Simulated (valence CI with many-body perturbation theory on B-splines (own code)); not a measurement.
Values are calculated unless marked as measured or tabulated.
# Ladder of approximations for Cd²⁵⁺

Level of theory: relativistic CI+MBPT: five valence electrons over a frozen Dirac-Fock core [Ar], radial functions for each j: 7 s, 7 p, 8 d, 6 f, 4 g, 1 h, with the one-electron correlation potential Σ1, the two-electron term Σ2, the three-electron term Σ3, Breit, model QED; selected CI, second order for the rest (own B-spline code, finite nucleus).

No measured levels were compared; by estimate terms of the open shell hold to 2 to 4 % of their energy, and close levels can change places. Core correlation moves these levels by up to 13000 cm⁻¹, and in measured spectra 5 to 20 % of such shifts remained as error; rates that hang on mixing are uncertain with them. Only levels of the ground parity were solved; by the run's estimate the other parity begins above the list, which can be wrong where configurations are misplaced.

Each rung adds one term. CI alone is the Dirac-Coulomb CI over the frozen core; QED comes last and gives the full result, which names the levels. Energies are above 3d5 6S_5/2 on the same rung, in cm⁻¹.

Names give the largest LS component (configuration and term), which can be under half, so a name can repeat, a term be missing and a line seem to break the LS rules; names also repeat where a configuration has a term twice. Letters in brackets count levels of one name in rising energy.

```
         Level  CI alone     Σ1     Σ2     Σ3  Breit   QED    Full
3d5 4G_5/2 [a]     89392   -216  -3818  -1626  +1894  -118   85510
    3d5 4G_7/2    122056   +171  -2603  -1120   -661    +6  117849
    3d5 4P_3/2    126525   +149  -4245  -1476   +815    -3  121764
   3d5 4G_11/2    128339   +237  -1236  -1483  -3379   +31  122510
3d5 4G_5/2 [b]    132576   +356  -2524  -1205   -381   +70  128892
    3d5 4G_9/2    135510   +344  -1585  -1078  -2401   +66  130857
    3d5 4P_1/2    144932   +332  -3919  -1443    +14   +56  139972
    3d5 4D_7/2    166462   +526  -3640   -620  -1908  +120  160941
    3d5 4D_5/2    174275   +438  -4409   -844  -1120   +86  168426
   3d5 2I_11/2    187825   +585   +185  -2127  -3886  +128  182709
    3d5 4D_1/2    190857   +767  -3872   -748  -1348  +197  185853
3d5 2F_7/2 [a]    197326   +352  -5243  -2496  -1096   +40  188883
    3d5 4D_3/2    195160   +711  -3821   -888  -1757  +174  189579
3d5 2G_9/2 [a]    206590   +519  -3868  -1299  -2668   +97  199371
    3d5 4F_3/2    205530   +562  -3870  -1704   -592  +119  200045
   3d5 2I_13/2    207273   +721   +833  -2313  -6468  +171  200217
3d5 2F_5/2 [a]    217427   +762  -3817   -928  -1783  +176  211837
    3d5 2H_9/2    241274   +762  -2194  -1970  -3288  +171  234754
    3d5 4F_5/2    242621   +991  -2969  -1981  -2475  +263  236450
3d5 2G_7/2 [a]    253231   +823  -5303   -767  -3581  +181  244585
3d5 2D_3/2 [a]    266321  +1029  -4962  -2391  -2383  +247  257861
3d5 2F_5/2 [b]    265374   +880  -5846   -607  -1926  +201  258074
3d5 2F_7/2 [b]    270549  +1069  -3331  -1586  -4001  +280  262981
    3d5 4F_7/2    288405  +1114  -4705  -1158  -3766  +279  280169
    3d5 2S_1/2    292057   +821  -9978   -529  -1333  +171  281209
   3d5 2H_11/2    289930  +1312   +521  -2635  -6693  +354  282788
3d5 2G_9/2 [b]    294345  +1165  -3072  -1638  -4797  +296  286298
3d5 2D_5/2 [a]    324524  +1545  -3432  -3714  -4816  +423  314529
3d5 2D_3/2 [b]    323789   +978  -7765  -1092  -1510  +220  314620
3d5 2D_5/2 [b]    353606  +1378  -6915   -496  -3800  +351  344124
3d5 2G_9/2 [c]    360353  +1080  -7126   -983  -3938  +234  349621
```

The middle columns are the shifts that each term adds.

(1) How does the ionisation energy move along the ladder, and which term matters most?

## Answers

(1) CI alone 1308.7, + Σ1 1311.0, + Σ2 1319.9, + Σ3 1319.9, + Breit 1319.9, + QED 1319.9 eV. The largest step is Σ2, 8.8 eV. NIST lists 1320 ± 4 eV (theoretical).
